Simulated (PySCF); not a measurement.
SMILES S[SiH2][SiH2]S (H6S2Si2) (B3LYP/def2-SVP optimised geometry):

```
10

S      2.576    -1.384     0.000
Si     0.403    -1.384     0.000
Si    -0.369     0.842     0.000
S     -2.533     0.802     0.176
H      2.698    -0.724     1.176
H      0.029    -2.078    -1.263
H     -0.156    -2.143     1.158
H      0.256     1.578     1.142
H      0.060     1.519    -1.260
H     -2.698     2.143     0.074
```

Level of theory: B3LYP/def2-TZVP (PySCF).

Question: What are the frontier orbital energies and the dipole moment?

Answer: HOMO-2 -8.54 eV, HOMO-1 -7.31 eV, HOMO -7.15 eV, LUMO -1.04 eV, LUMO+1 -0.25 eV; dipole moment 1.17 D.

Meta-Löwdin charges at B3LYP/def2-TZVP: S1 -0.29, Si2 0.37, Si3 0.36, S4 -0.30, H5 0.10, H6 -0.08, H7 -0.09, H8 -0.10, H9 -0.09, H10 0.10.
